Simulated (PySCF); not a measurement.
C7H7F3Si, SMILES FC(F)(F)[SiH2]c1ccccc1 (GFN2-xTB optimised geometry):

```
18

F      0.571    -2.901     0.357
C     -0.412    -2.631    -0.528
F      0.202    -2.424    -1.711
F     -1.107    -3.779    -0.667
Si    -1.568    -1.160     0.017
C     -0.548     0.419     0.000
C     -1.206     1.650     0.005
C     -0.499     2.837     0.004
C      0.886     2.818     0.001
C      1.557     1.607     0.000
C      0.848     0.419     0.000
H     -2.637    -1.169    -0.982
H     -2.035    -1.558     1.345
H     -2.286     1.669     0.009
H     -1.028     3.779     0.005
H      1.441     3.745    -0.002
H      2.637     1.586    -0.002
H      1.389    -0.515    -0.001
```

Method: PBE/def2-SVP (PySCF).

**Question.** What are the frontier orbital energies and the dipole moment?

**Answer.** HOMO-2 -7.49 eV, HOMO-1 -6.65 eV, HOMO -6.63 eV, LUMO -1.71 eV, LUMO+1 -1.34 eV; dipole moment 2.68 D.

Meta-Löwdin charges at PBE/def2-SVP: F1 -0.25, C2 0.51, F3 -0.25, F4 -0.25, Si5 0.54, C6 -0.21, C7 -0.10, C8 -0.10, C9 -0.09, C10 -0.10, C11 -0.09, H12 -0.08, H13 -0.08, H14 0.10, H15 0.11, H16 0.11, H17 0.11, H18 0.11.
